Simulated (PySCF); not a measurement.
Compound: C5H6FNO2.
Numbering: `[CH3:1][C@@:2]1([C:3]#[N:4])[CH2:5][O:6][C@H:7]([F:8])[O:9]1` (hydrogens: H10, H11, H12 on C1; H13, H14 on C5; H15 on C7)

Structure optimised with GFN2-xTB, isolated species.

What internal coordinates does the optimisation give?

```
                  bond  length (pm)
                 C1–C2        152.7
                 C2–C3        145.7
                 C3≡N4        114.1
                 C2–C5        155.6
                 C5–O6        141.9
                 O6–C7        136.1
                 C7–F8        138.8
                 C7–O9        136.1
                 C2–O9        143.7
C1–H10, C1–H11, C1–H12        108.7
                C5–H13        109.6
                C5–H14        109.0
                C7–H15        109.5
```

Bonds in one row agree within 1 pm and their mean is given. A selection of angles:
```
     angle  degrees
 C2–C1–H10    110.0
H10–C1–H11    109.8
  C1–C2–C3    109.8
  C1–C2–C5    113.9
  C1–C2–O9    109.4
  C3–C2–C5    110.5
  C3–C2–O9    110.2
  C5–C2–O9    102.8
  C2–C3–N4    179.4
  C2–C5–O6    103.6
 C2–C5–H13    111.4
 C2–C5–H14    112.8
 O6–C5–H13    110.5
 O6–C5–H14    108.1
H13–C5–H14    110.2
  C5–O6–C7    105.8
  O6–C7–F8    109.2
  O6–C7–O9    109.0
 O6–C7–H15    111.7
  F8–C7–O9    109.2
 F8–C7–H15    106.1
 O9–C7–H15    111.4
  C2–O9–C7    107.3
```

Dihedral angles: C1–C2–C5–O6 110° (anticlinal); C2–C5–O6–C7 26° (synperiplanar); C5–O6–C7–F8 83° (synclinal); O6–C7–O9–C2 30°; C1–C2–O9–C7 -134° (anticlinal).

The 5-membered ring C2–C5–O6–C7–O9 has internal angles of 102.8° to 109.0°; it is puckered, 0.13 Å rms from its mean plane, widest ring torsion 36°. O6 (cyclic ether oxygen) is bent (angle 105.8°). The C–O distances run from 1.361 Å (C7–O9, drawn single) to 1.437 Å (C2–O9, drawn single), a spread of 0.076 Å. Of the pairs four or more bonds apart, C3···F8 is among the closest relative to their van der Waals radii: 3.24 Å, 102 % of the sum of Bondi's values. The C–C distances run from 1.457 Å (C2–C3, drawn single) to 1.556 Å (C2–C5, drawn single), a spread of 0.099 Å.

Point group: C1 (no symmetry element, even within 0.4 Å). Whether it is a minimum is left open (no frequencies). One conformer, not necessarily the lowest.

All values are computed, not measured.
